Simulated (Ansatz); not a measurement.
Input file for C₂H₆GaNSi, SMILES `N[C]1=C[SiH2][GaH]1`:

```yaml
crystal:
  periodic: [false, false, false]
  atoms:
    - {symbol: N, position_ang: [-1.839873, 0.594127, -0.786804]}
    - {symbol: C, position_ang: [-0.605631, 0.240783, -0.357405]}
    - {symbol: C, position_ang: [-0.323061, -0.364710, 0.840756]}
    - {symbol: Si, position_ang: [1.497206, -0.708099, 0.986235]}
    - {symbol: Ga, position_ang: [1.229978, 0.345244, -1.131590]}
    - {symbol: H, position_ang: [-1.954497, 1.135710, -1.621385]}
    - {symbol: H, position_ang: [-2.640456, 0.521879, -0.179827]}
    - {symbol: H, position_ang: [-1.111848, -0.589951, 1.563599]}
    - {symbol: H, position_ang: [2.199635, -0.023115, 2.112880]}
    - {symbol: H, position_ang: [1.880904, -2.148277, 1.088460]}
    - {symbol: H, position_ang: [1.733044, 0.939608, -2.494221]}
basis:
  gaussian: {orbitals: def2-TZVPP}
correlation: {method: ccsd_t}
```

```sh
$ ansatz run in.yaml --threads 4 --pin off --events-out ev --progress --plain --max-ram 10444MiB
```

Output of Ansatz, abridged:

```
Functional definition: HF
1602 factors; integrals over basis functions are off by at most 1.1e-3 eV
mean field evaluation 1: about -63829.7350 eV, gradient 4.0e1 eV
mean field evaluation 2: about -63829.9909 eV, gradient 4.0e1 eV
mean field evaluation 4: about -63834.4028 eV, gradient 4.7e0 eV
mean field evaluation 8: about -63834.4950 eV, gradient 3.8e-1 eV
mean field evaluation 16: about -63834.4957 eV, gradient 2.0e-6 eV
mean field -63834.49566401 eV, -2345.8744470772 hartree, gradient 2.0e-6 eV, S^2 0.000000; 0 other end points of the search recorded, 0 dependent functions left out
17 core orbitals not correlated: weight in the atoms' cores, before any rotation towards them, 1.000 or more for the frozen orbitals, at most 0.000 for the correlated occupied ones
reference -63834.49566401 eV, -2345.8744470772 hartree; 18, 18 occupied and 232, 232 virtual orbitals, 1602 factors
second order -23.80875214 eV of doubles, -0.00000000 eV of singles
cycle   1  -23.74471953 eV  change    6.4e-2 eV  update   1.3e-1
cycle   2  -24.51455481 eV  change   -7.7e-1 eV  update   3.9e-2
cycle   3  -24.65074453 eV  change   -1.4e-1 eV  update   1.9e-2
cycle   4  -24.63601766 eV  change    1.5e-2 eV  update   4.8e-3
cycle   5  -24.63550157 eV  change    5.2e-4 eV  update   2.1e-3
cycle   6  -24.63567156 eV  change   -1.7e-4 eV  update   6.1e-4
cycle   7  -24.63538442 eV  change    2.9e-4 eV  update   2.5e-4
cycle   8  -24.63533725 eV  change    4.7e-5 eV  update   8.6e-5
cycle   9  -24.63537423 eV  change   -3.7e-5 eV  update   3.9e-5
perturbative correction -1.17259957 eV, -0.0430922395 hartree
Total energy: -63860.30363782 eV, -2346.8228726213 hartree
```

It took 4.4 min on 4 threads of an Arm Neoverse V1 on a shared host, with 6.6 GiB of host memory at the peak.

MP2 recovers 92.3 % of the CCSD(T) correlation energy and the triples give 4.5 %; T1 = 0.0140.
